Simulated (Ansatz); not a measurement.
Job for Ansatz (a first-principles code): R-CCSD(T)/cc-pV(T+d)Z on C3H9FSi (SMILES C[Si](C)(C)F). The basis file is the Basis Set Exchange's JSON of that set.

Ansatz 0.2 input:
```yaml
crystal:
  periodic: [false, false, false]
  atoms:
    - {symbol: Si, position_ang: [0.07467673, -0.02667090, 0.42801385]}
    - {symbol: F, position_ang: [0.35246704, -0.12587968, 2.02049605]}
    - {symbol: C, position_ang: [1.43804236, -0.96474942, -0.43140344]}
    - {symbol: C, position_ang: [0.09490554, 1.78187624, -0.02597355]}
    - {symbol: C, position_ang: [-1.59389177, -0.79534913, 0.10806152]}
    - {symbol: H, position_ang: [1.44883971, -2.01286841, -0.12513457]}
    - {symbol: H, position_ang: [1.30547635, -0.93427488, -1.51583247]}
    - {symbol: H, position_ang: [2.41610925, -0.53675117, -0.20189678]}
    - {symbol: H, position_ang: [-0.67632408, 2.33284190, 0.51634501]}
    - {symbol: H, position_ang: [-0.08788554, 1.91510931, -1.09523808]}
    - {symbol: H, position_ang: [1.06023227, 2.23590363, 0.20741613]}
    - {symbol: H, position_ang: [-2.38103793, -0.26866930, 0.65163947]}
    - {symbol: H, position_ang: [-1.61182648, -1.84184582, 0.41949427]}
    - {symbol: H, position_ang: [-1.83988343, -0.75857239, -0.95618743]}
basis:
  gaussian:
    orbitals: cc-pV_T+d_Z.json
magnetization: {spin_polarized: false}
correlation: {method: ccsd_t, electrons: outside_noble_gas}
scf: {lower_state_search: off}
```

### Question
Predict the final total energy.

### Answer
-508.4214 hartree (reference determinant -507.4259, T1 diagnostic 0.010).

### Question
How many basis functions does it have, and what does it roughly cost on one machine?

### Answer
285 functions; roughly 16 core-minutes.
